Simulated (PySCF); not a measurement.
Partial charges of `[SiH3][C@]1(Cl)C[SiH2]1`

C2H7ClSi2.
Atom-mapped SMILES: `[SiH3:1][C@:2]1([Cl:3])[CH2:4][SiH2:5]1` (hydrogens: H6, H7, H8 on Si1; H9, H10 on C4; H11, H12 on Si5)

Geometry (GFN2-xTB, Å), atoms numbered from 1 in this order:
```
atom  x, y, z in Å
Si1    1.6120    0.4129   -0.7198
C2     0.1149   -0.4681    0.0326
Cl3    0.4212   -2.2321    0.0045
C4    -1.3038   -0.1084   -0.4267
Si5   -1.0535    0.1162    1.4218
H6     1.7977   -0.0430   -2.0968
H7     1.3286    1.8499   -0.6891
H8     2.7800    0.0873    0.0947
H9    -1.9004   -0.9280   -0.8041
H10   -1.3655    0.7549   -1.0763
H11   -1.5681   -0.9060    2.3094
H12   -0.8618    1.4638    1.9239
```

Density: PBE0/pcSseg-1 (PySCF); schemes: Mulliken, IAO, Hirshfeld and ESP-fitted. Geometry: GFN2-xTB; no solvent, vibrations or thermal averaging.

Give the atomic charges in each scheme.

In e:

```
atom                  environment  Mulliken     IAO  Hirshfeld  ESP-fitted
 Si1                 SiH3 silicon    +0.616  +0.622     +0.294      +0.371
  C2              sp3 C–Cl carbon    -0.717  -0.470     -0.133      -0.215
 Cl3               alkyl chlorine    -0.092  -0.093     -0.056      -0.099
  C4  sp3 carbon bound to silicon    -0.365  -0.516     -0.172      -0.557
 Si5                 SiH2 silicon    +0.571  +0.649     +0.307      +0.247
  H6                Si–H hydrogen    -0.069  -0.112     -0.074      -0.058
  H7                Si–H hydrogen    -0.099  -0.126     -0.077      -0.076
  H8                Si–H hydrogen    -0.071  -0.110     -0.074      -0.084
  H9           methylene hydrogen    +0.165  +0.173     +0.044      +0.230
 H10           methylene hydrogen    +0.156  +0.159     +0.047      +0.222
 H11                Si–H hydrogen    -0.040  -0.081     -0.051      +0.015
 H12                Si–H hydrogen    -0.056  -0.095     -0.057      +0.004
```

Mean size of the charges over all atoms: IAO 0.267 e, Mulliken 0.251 e, ESP-fitted 0.181 e, Hirshfeld 0.116 e. Each set sums to the total charge, 0, to within 0.001 e. The Mulliken scheme gives each basis function's population to the atom it is centred on and halves the overlap population of two atoms between them.

Lowest charge. The schemes don't all agree: Mulliken C2 (-0.717); IAO C4 (-0.516); Hirshfeld C4 (-0.172); ESP-fitted C4 (-0.557).

Highest charge. The schemes don't all agree: Mulliken Si1 (+0.616); IAO Si5 (+0.649); Hirshfeld Si5 (+0.307); ESP-fitted Si1 (+0.371).

How closely do the schemes follow one another over all atoms?

Correlation coefficient and root-mean-square difference: IAO with Hirshfeld 0.98, 0.203 e; Mulliken with IAO 0.97, 0.090 e; Mulliken with Hirshfeld 0.92, 0.220 e; IAO with ESP-fitted 0.90, 0.164 e; Hirshfeld with ESP-fitted 0.84, 0.141 e; Mulliken with ESP-fitted 0.83, 0.198 e.

How many electrons does the IAO scheme count on Cl3?

Z − q = 17 − (-0.093) = 17.093.

Sum the charges by element, for elements with more than one atom.

```json
{"element": "Si", "atoms": "2", "Mulliken": "+1.187", "IAO": "+1.271", "Hirshfeld": "+0.602", "ESP-fitted": "+0.618"}
{"element": "C", "atoms": "2", "Mulliken": "-1.082", "IAO": "-0.986", "Hirshfeld": "-0.305", "ESP-fitted": "-0.771"}
{"element": "H", "atoms": "7", "Mulliken": "-0.014", "IAO": "-0.192", "Hirshfeld": "-0.240", "ESP-fitted": "+0.252"}
```
